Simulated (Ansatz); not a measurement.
Consider the atomization: `N#[C][Ga]([Cl])[Cl]` → C• + 2 Cl• + Ga• + N•.

Computed with Ansatz on PBE0-D4/def2-TZVP structures; ΔE is electronic, products minus reactants. CBS: MP2 limit from def2 TZ/QZ plus the TZ coupled-cluster correction, frozen cores. This one scheme is used for every species, atoms too. Functionals use def2-TZVPP. No spin–orbit coupling; open shells (•) take unrestricted orbitals. Spin–orbit coupling would lower the free atoms: a little for C, Cl; clearly for Ga. For Ga outer-core shells are correlated without core-valence functions, so the limit isn't a true one: a few kJ/mol of doubt a bond, and 10 to 20 or more in all where bonds break to atoms. Scalar relativity is left out up to krypton.

What is ΔE at CCSD(T)/CBS? (Estimate.)

Computed: +1881.6 kJ/mol.

What do these levels give: BLYP-D4, B97M-V, PBE0-D4, ωB97X-V, ωB97M-V, PBE, r2SCAN, BHLYP, CCSD(T)/def2-SVP, HF/def2-QZVPP, MP2/def2-QZVPP, HF/CBS(def2)? (Estimate.)

Computed: BLYP-D4 1868.8, B97M-V 1893.4, PBE0-D4 1888.8, ωB97X-V 1892.5, ωB97M-V 1886.5, PBE 1939.8, r2SCAN 1883.5, BHLYP 1740.1, CCSD(T)/def2-SVP 1766.5, HF/def2-QZVPP 1258.3, MP2/def2-QZVPP 1970.9, HF/CBS(def2) 1258.4 kJ/mol.

Largest T1 diagnostic among the species: 0.013.

In def2-TZVPP, CCSD(T) changes the Hartree–Fock value by +572.0 kJ/mol (the triples alone add +58.9 kJ/mol) and MP2 by +683.2 kJ/mol; breaking electron pairs costs correlation energy, which Hartree–Fock lacks. At CCSD(T), def2-SVP lies −115.1 kJ/mol from the extrapolated value and def2-TZVPP −51.8 kJ/mol: correlation converges slowly with the basis, and small sets miss more of it in the bonded molecule than in its fragments. The D4 term adds +26.0 kJ/mol with B3LYP and +13.7 kJ/mol with PBE0; it sums over pairs of atoms, weighted by their polarisabilities, and B3LYP, whose exchange is more repulsive, gets the larger term.

B3LYP here is the variant with VWN-RPA as its local correlation; programs differ in this.

For atomizations the MP2-based limit and the directly extrapolated one differ by several kJ/mol either way, and by 10 to 25 for some Ge, Se and Sn compounds, so smaller differences from it don't rank the levels.
